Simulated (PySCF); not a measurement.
C3HF4, SMILES FC(F)(F)/C=[C]/F, multiplicity 2. Coordinates come from a PBE-D3(BJ)/def2-SVP optimisation. The isomer is the one that the SMILES or the coordinates give; other isomers of the formula were not compared.

Give the equilibrium geometry at PBE-D3(BJ)/def2-SVP (PySCF confirms it by a frequency run) as bond lengths and angles, and its point group. (Estimate from the structure and the level; the computed values follow.)

point group Cs.
Atoms: F1 C2 C3 C4 F5 F6 F7 H8. Bonded distances (Å): F1–C2 1.303, C2–C3 1.331, C3–C4 1.499, C3–H8 1.105, C4–F5 1.350, C4–F6 1.356, C4–F7 1.356. Bond angles (°): F1–C2–C3 130.2, C2–C3–C4 121.9, C2–C3–H8 121.1, C4–C3–H8 116.9, C3–C4–F5 112.3, C3–C4–F6 110.9, C3–C4–F7 110.9, F5–C4–F6 107.9, F5–C4–F7 107.9, F6–C4–F7 106.8.
Charge 0, spin multiplicity 2.
